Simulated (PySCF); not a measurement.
## Electron correlation in Sn- (tin, charge -1)

[Kr] 4d10 5s2 5p3, high-spin 4S determinant. All numbers are calculated (PySCF 2.14, scalar relativity through the core potential, in aug-cc-pwCVDZ-PP with ECP28MDF). Frozen: 4s2 4p6 4d10; 5 electrons correlated.

```tsv
level	correlation energy (mhartree)
CCSD	-63.35
(T)	-1.76
CCSD(T)	-65.11
```

Diagnostics: T1 = 0.0081, D1 = 0.0180, largest double amplitude 0.047.

**Question.** Is a single reference adequate?

**Answer.** Yes, within this model without spin-orbit coupling: T1 lies below 0.03 and no double amplitude reaches 0.07.
